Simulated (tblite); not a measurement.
Isomers of C6H9N3Si. Level: GFN2-xTB in tblite, geometry and Hessian alike; calculated harmonic values, unscaled, isolated species. This tight-binding method is rough: wavenumbers can miss measured ones by several per cent, in bad cases by 10 to 20. Modes of hydrogen on silicon can be 10 to 20 % off. One conformer each.

Electronic energies: GFN2-xTB at the same geometries; isomer energies are rough at this level and their order can be wrong.

| SMILES | electronic energy, lowest = 0 (kJ/mol) |
| --- | --- |
| C/C(C#N)=N/[SiH2]CCC#N | 6.9 |
| [SiH3]c1nnncc1C1CC1 | 23.2 |
| C#Cc1cnn([SiH](C)C)n1 | 0.0 |

Q: How do GFN2-xTB zero-point energies change the relative energies?

A: 
```
                SMILES  ZPE (kJ/mol)  of it from modes above 1550 cm⁻¹  electronic (kJ/mol)  with ZPE, lowest = 0 (kJ/mol)  lowest mode (cm⁻¹)  rings
 C#Cc1cnn([SiH](C)C)n1         362.2                             175.7                  0.0                            0.0                  6i      1
C/C(C#N)=N/[SiH2]CCC#N         358.0                             191.1                  6.9                            2.7                  32      0
   [SiH3]c1nnncc1C1CC1         358.9                             151.5                 23.2                           19.9                  52      2
```

The zero-point energies span 4.2 kJ/mol, from `C/C(C#N)=N/[SiH2]CCC#N` to `C#Cc1cnn([SiH](C)C)n1`. Slightly imaginary modes are left out of the zero-point energy: `C#Cc1cnn([SiH](C)C)n1` 5.8i cm⁻¹. The order is unchanged.
